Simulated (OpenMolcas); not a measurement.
A calculation on Ar3+.

* Program: OpenMolcas
* Method: MS-RASPT2, IPEA 0.25 Eh, imaginary shift 0.1 Eh (closed shells correlated: 2s 2p)
* Basis: ANO-RCC-VQZP [6s5p3d2f1g]
* Scalar Hamiltonian: DKH2, point nucleus
* Active space: 5 electrons in 9 orbitals (RAS2 3s 3p; RAS3 3d, at most 2 electrons)
* State averaging: 2S+1 = 4 odd, 1 root; 2S+1 = 2 odd, 11 roots; 2S+1 = 4 even, 3 roots; 2S+1 = 2 even, 9 roots
* Spin-orbit coupling: RASSI with atomic mean-field integrals over the reference wave functions, term energies averaged over their components

(1) Which level of the active space comes out lowest?

(2) How high does 3s² 3p³ ²P°_3/2 lie?

(3) How high does 3s² 3p³ ²D°_3/2 lie?

(4) How high does 3s 3p⁴ ²D_3/2 lie?

Measured values: Saloman, J. Phys. Chem. Ref. Data 39, 033101 (2010).

Results:

(1) 3s² 3p³ ⁴S°_3/2, with 100 % of that term; it is also the measured ground level.

(2) 4.409 eV above the lowest level; measured 4.3435 eV above the ground level, so the calculation is off by +2 %.

(3) 2.658 eV above the lowest level; measured 2.6149 eV above the ground level, so the calculation is off by +2 %.

(4) 18.511 eV above the lowest level; measured 18.0919 eV above the ground level, so the calculation is off by +2 %.

CASPT2 breaks the degeneracy within a term, and the mean is taken; among the terms shown or strongly mixed into the levels shown the widest spread is 180 cm-1 (3s 3p⁴ ²D). The run also gave levels led by 3s² 3p² 3d, which use shells meant for correlation; these and all levels above them are left out. Some terms mix strongly with configurations of 3d, whose occupation reaches 0.27 (3s 3p⁴ ²D). Computed and measured levels are paired by configuration, term and J; levels that our copy of the source lacks, or whose pairing is in doubt (as where it misses far off the trend of its configuration), stay unpaired and out of the deviations. Only configurations of the active space appear.

° marks odd parity.
